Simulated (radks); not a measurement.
Values are calculated unless marked as measured or tabulated.
Correlation energies from several functionals, in hartree. Species: Yb2+ [Xe] 4f14; Mg5+ [He] 2s2 2p3; Cd2+ [Kr] 4d10; Ag [Kr] 4d10 5s1; Mg5+ [He] 2s2 2p3. Code: a radial shooting solver on a logarithmic mesh with Libxc functionals. Model: non-relativistic Kohn-Sham, exchange-only PBE, spin-polarised, spherical densities, point nucleus. Every spin shell is full or empty, so the densities are truly spherical. Functionals are evaluated on that one density, not self-consistently.

functional,Yb2+,Mg5+,Cd2+,Ag,Mg5+
PW92,-7.0449,-0.54968,-4.4705,-4.4384,-0.54968
PZ,-7.0482,-0.53966,-4.4683,-4.4359,-0.53966
Wigner,-3.6927,-0.28560,-2.4773,-2.4902,-0.28560
Chachiyo,-6.9645,-0.53195,-4.4116,-4.3782,-0.53195
PBE,-4.0925,-0.20556,-2.4889,-2.4693,-0.20556
PBEsol,-4.5920,-0.25008,-2.8137,-2.7970,-0.25008
LYP,-3.6911,-0.23963,-2.3664,-2.3630,-0.23963
P86,-4.6041,-0.23752,-2.8131,-2.7987,-0.23752
PW91,-4.3988,-0.23613,-2.6896,-2.6673,-0.23613
revTPSS,-4.1277,-0.21756,-2.5189,-2.5013,-0.21756
SCAN,-4.1485,-0.20890,-2.4740,-2.4737,-0.20890
B95,-5.0808,-0.25394,-3.0305,-2.9923,-0.25394
Tao-Mo,-3.9959,-0.17905,-2.4038,-2.3831,-0.17905
